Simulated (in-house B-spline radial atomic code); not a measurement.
The numbers below are computed, except where a source is named.
## Mg in an electron gas of r_s = 2.4: phase shifts, screening, friction and resistivity

A nucleus sits in a uniform electron gas with a rigid positive background. The Kohn-Sham equations are solved self-consistently in the spin-unpolarised LDA (PW92), non-relativistic, on B-splines with outgoing waves at the boundary and partial waves to l = 8. The model has no lattice, no bands and no magnetic solution. Atomic units; δ_l are the phase shifts at the Fermi level, counted so that each bound state adds π, and good to about 0.0005.

The density parameter is r_s = 2.4 bohr, near that of the valence electrons of In (3 per atom, density 7.31 g/cm³, mass 114.82 u, which gives r_s = 2.41).

```tsv
l	δ_l (rad)
0	6.4894
1	3.7170
2	0.2075
3	0.0206
4	0.0026
5	0.0004
6	0.0001
7	0.0000
8	0.0000
```

Bound levels below the band bottom (hartree): s -45.6, s -2.575, p -1.388, s -5.767e-07.

Q: Check the Friedel sum rule, and say where the screening charge sits.

A: k_F = (9π/4)^(1/3)/r_s = 0.79965. The rule is Z = (2/π) Σ (2l + 1) δ_l. The terms are s 4.131, p 7.099, d 0.660, f 0.092 and 0.019 beyond, in all 12.001 against Z = 12. Bound states hold 6 s, 6 p, 0 d electrons, so the scattering states carry 0.00 in all; where a term is smaller than its bound count, the bound level has drawn weight out of the band.

Q: Find the transport cross section and the electronic stopping of a 1 keV Mg ion (mass 24.3 u).

A: σ_tr = (4π/k_F²) Σ (l + 1) sin²(δ_l − δ_(l+1)). The terms for l = 0 to 3 are 0.1302, 0.2587, 0.1036, 0.0013, all together 0.4938, so σ_tr = 19.652 × 0.4938 = 9.705 bohr². With n = 3/(4π r_s³) = 0.01727, the friction coefficient is Q = n k_F σ_tr = 0.1340. For v well below v_F = 0.800, dE/dx = Q v; with 24801 eV per u at v = 1, v = √(1000/(24801 × 24.3)) = 0.0407, so dE/dx = 0.00546 hartree/bohr = 2.81 eV/nm. The largest term couples the p and d waves.

Q: What residual resistivity would 1 atomic per cent of such centres give in In?

A: Δρ = k_F n_i σ_tr/n in atomic units of 21.74 μΩ·cm. With one host atom per 3 electrons, n_i/n = 0.01/3, so Δρ = 0.7996 × 0.00333 × 9.705 × 21.74 = 0.56 μΩ·cm. This is an atom added to the gas, as on an interstitial site.

Q: On a substitutional site the background of one host ion, a sphere holding 3 charges, is taken out. The phase shifts for l = 0 to 4 become 5.9069, 3.0092, -0.0885, -0.0374, -0.0083. What follows?

A: The Friedel sum is now 9.00, for Z − 3 = 9. The sum in σ_tr is 0.0736, so σ_tr = 1.45 bohr² and Δρ = 0.08 μΩ·cm per atomic per cent, 0.15 times the value above. A real host ion scatters too, so this model doesn't give zero even for the host's own atom.
